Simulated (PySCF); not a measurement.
C₂H₅S, SMILES S([CH2])C, multiplicity 2. Atoms are numbered in the order given.

```xyz
8

C      1.4265     0.0709    -0.2826
S     -0.0188    -0.3012     0.5356
C     -1.2511     0.3980    -0.5796
H      2.3522    -0.2524     0.1691
H      1.4239     0.6586    -1.1890
H     -1.1002     1.4730    -0.6862
H     -1.1996    -0.0875    -1.5549
H     -2.2286     0.2137    -0.1351
```
Charge 0, spin multiplicity 2.

Coordinates come from a r2SCAN-D4/def2-TZVP optimisation. The isomer is the one that the SMILES or the coordinates give; other isomers of the formula were not compared.

Level of theory: r2SCAN/def2-TZVPD run with PySCF.

Mulliken values depend strongly on the basis, most of all with diffuse functions as here. ESP charges are fitted to the potential on shells at 1.4 to 2.0 van der Waals radii. Atomic charges (e):

```tsv
atom	ESP fit	meta-Löwdin	Mulliken	Mulliken spin
C1	-0.53	-0.48	-0.50	0.96
S2	0.02	0.23	-0.10	0.22
C3	-0.57	?	-0.38	-0.01
H4	0.23	?	0.20	-0.08
H5	0.22	?	0.24	-0.11
H6	0.21	?	0.19	0.01
H7	0.21	?	0.19	0.01
H8	0.21	?	0.16	0.00
```

Question: Some entries are withheld; supply them. (An estimate is asked for; the answer gives what the named calculation found.)

Answer: 
- C3, meta-Löwdin: -0.42
- H4, meta-Löwdin: 0.14
- H5, meta-Löwdin: 0.13
- H6, meta-Löwdin: 0.13
- H7, meta-Löwdin: 0.13
- H8, meta-Löwdin: 0.14
